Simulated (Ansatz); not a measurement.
In₄Sb₄H₁₄⁺, a cluster cut from wurtzite InSb (hydrogen-capped). Total charge 1; doublet. Geometry r2SCAN-D4/def2-SVP, that of the neutral singlet; atoms count from 1.

Cartesian coordinates in Å:
```
In 1.0963 0.1793 -3.0710
Sb 0.4449 -2.2846 -1.5591
In 2.2269 2.0166 1.2826
Sb 0.4322 1.9569 -0.9374
Sb 1.4400 -0.6465 2.3164
In -0.5177 -2.3413 1.1238
In -2.3451 2.2484 -0.3425
Sb -2.6292 -0.4436 0.8626
H 2.8050 0.0439 -3.2639
H -0.1232 0.1860 -4.2910
H 1.7299 -3.4029 -1.5501
H -0.6358 -3.2992 -2.3984
H 3.8533 1.7404 0.7784
H 1.6529 3.0704 2.5217
H 0.7661 3.4668 -1.6613
H 2.7775 -1.6757 2.5476
H 0.9925 -0.6043 3.9594
H -0.8550 -3.8656 1.8547
H -3.3068 2.1092 -1.7677
H -2.5882 3.2805 1.0180
H -3.8942 -1.3420 0.1596
H -3.3224 -0.3928 2.4178
```

In the def2 sets In, Sb take a core potential; there is no spin–orbit coupling. Single mean-field runs in def2-TZVP are fitted with def2-universal-jkfit.

(1) Estimate the Mulliken populations from the PBE0/def2-TZVP orbitals of Ansatz.

(2) Where does the spin sit?

(3) And the Mayer bond orders between heavy atoms (over 0.3)?

Results:

(1) 
| atom | charge (e) | spin (α − β) |
| --- | --- | --- |
| In1 | 0.23 | -0.02 |
| Sb2 | -0.10 | 0.00 |
| In3 | 0.25 | 0.06 |
| Sb4 | -0.12 | 0.53 |
| Sb5 | -0.09 | 0.02 |
| In6 | 0.27 | 0.02 |
| In7 | 0.26 | 0.09 |
| Sb8 | -0.09 | 0.02 |
| H9 | -0.02 | 0.04 |
| H10 | -0.03 | 0.01 |
| H11 | 0.06 | 0.00 |
| H12 | 0.06 | 0.00 |
| H13 | 0.01 | 0.10 |
| H14 | -0.02 | 0.01 |
| H15 | 0.07 | -0.02 |
| H16 | 0.07 | 0.01 |
| H17 | 0.06 | 0.00 |
| H18 | -0.02 | 0.00 |
| H19 | 0.01 | 0.09 |
| H20 | -0.01 | 0.03 |
| H21 | 0.07 | 0.01 |
| H22 | 0.07 | 0.00 |
Mulliken values depend strongly on the basis.

(2) Summed by element: In 0.14, Sb 0.57, H 0.29, of 1 unpaired in all. Largest on single atoms: Sb4 0.53, H13 0.10, H19 0.09.

(3) In1–Sb2 0.58 (2.96 Å); In1–Sb4 0.66 (2.86 Å); Sb2–In6 0.75 (2.85 Å); In3–Sb4 0.55 (2.86 Å); In3–Sb5 0.61 (2.96 Å); Sb4–In7 0.51 (2.86 Å); Sb5–In6 0.70 (2.85 Å); In6–Sb8 0.69 (2.85 Å); In7–Sb8 0.62 (2.96 Å).
